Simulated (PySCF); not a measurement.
**B⁺ (boron, charge +1) across methods**

[He] 2s2, closed-shell 1S. Computed with PySCF 2.14 in aug-cc-pwCVQZ, with the non-relativistic Hamiltonian (point nucleus).

```csv
method,E (hartree),mean ε 1s (eV),mean ε 2s (eV),Σ⟨r²⟩ (bohr²),⟨S²⟩
UHF,-24.23748,-222.75,-23.778,7.938,0.000
PBE0,-24.3019,-201.02,-20.792,7.802,0.000
M06-L,-24.3380,-196.96,-19.726,7.725,0.000
TPSSh,-24.3450,-198.42,-20.204,7.776,0.000
LDA,-24.0382,-191.68,-19.408,7.880,0.000
PBE,-24.2933,-193.57,-19.505,7.802,0.000
r2SCAN,-24.3159,-196.72,-19.731,7.839,0.000
```

Problem. Estimate the same row for M06.

Solution. E (hartree) = -24.3335; mean ε 1s (eV) = -201.36; mean ε 2s (eV) = -20.647; Σ⟨r²⟩ (bohr²) = 7.775; ⟨S²⟩ = 0.000.
